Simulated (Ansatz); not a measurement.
GaO, doublet, geometry from GFN2-xTB (such geometries of metal compounds can be far from the true shape).

Input for Ansatz (a first-principles code):
Ansatz 0.2 input:
```yaml
crystal:
  periodic: [false, false, false]
  atoms:
    - {symbol: Ga, position_ang: [-0.00000000, -0.00000000, -0.33770072]}
    - {symbol: O, position_ang: [0.00000000, 0.00000000, 1.30859028]}
basis:
  gaussian:
    orbitals: cc-pVTZ
hamiltonian:
  xc: r2scan
magnetization: {spin_polarized: true, initial_magnetization: 1}
```

### Question
What does this run give for the total energy, <S^2>?

### Answer

- total energy = -2000.044234 Ha
- <S^2> = 0.761
